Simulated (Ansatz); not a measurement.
A structure drawn as `OB(O)[S]`, with this starting geometry:

```xyz
6

O     1.042    0.486    0.637
B     0.048   -0.212   -0.088
O    -1.213    0.426   -0.298
S     0.286   -1.860   -0.708
H     0.958    0.214    1.606
H    -1.121    0.946   -1.149
```

Charge 0, multiplicity 2.

(1) Does it keep its bonds when Ansatz relaxes it at PBE-D4/def2-SVP and then PBE0-D4/def2-TZVP?

(2) Give the relaxed structure. (Best estimate.)

Atoms count as bonded under 1.1 times the sum of their covalent radii (H–H under 0.85 Å, pairs among N, O and F under 1.55 Å), and a drawn bond as lost past 1.3 times.

Results:

(1) Yes, every drawn bond is still there and no new one forms.

(2) Computed: 
Z-matrix (Å, degrees):
```
B
O 1 1.355
S 1 1.820 2 118.3
O 1 1.365 2 119.9 3 180.0
H 2 0.962 1 112.1 3 -180.0
H 4 0.959 1 115.3 2 -180.0
```
All modes are real.
